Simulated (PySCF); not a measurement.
B(Br)(Me)(NH2) (CH5BBrN), SMILES CB(N)Br. Heavy atoms are numbered as in [B:1]([Br:2])([CH3:3])[NH2:7]. Hydrogens are named by the atom that carries them.

Coordinates come from a B3LYP-D3(BJ)/def2-SVP optimisation. The structure was generated by enumeration, and PubChem lists no compound with its InChIKey, so it may never have been made. One conformer was computed; it need not be the lowest.

The numbers are results of PySCF with B3LYP/pcSseg-1, not measurements.

GIAO shieldings, no solvent; atoms alike by connectivity are averaged. δ = σ(ref) − σ: ¹¹B against BF3 (σ = 86.3 ppm); ¹³C against TMS (σ = 181.3 ppm); ¹H against TMS (σ = 31.68 ppm); ¹⁵N against NH3 (σ = 265.5 ppm), references at their B3LYP-D3(BJ)/def2-TZVP geometries, non-relativistic (without spin–orbit terms, shifts of atoms bonded to Cl or Br come out too high).

Computed chemical shifts:
```json
[
 {"nucleus": "¹¹B", "atoms": "B1", "count": "1", "δ (ppm)": "34.8"},
 {"nucleus": "¹³C", "atoms": "C3 (CH3)", "count": "1", "δ (ppm)": "10.1"},
 {"nucleus": "¹H", "atoms": "H on N7", "count": "2", "δ (ppm)": "4.16"},
 {"nucleus": "¹H", "atoms": "H on C3", "count": "3", "δ (ppm)": "0.96"},
 {"nucleus": "¹⁵N", "atoms": "N7 (NH2)", "count": "1", "δ (ppm)": "116.8"}
]
```
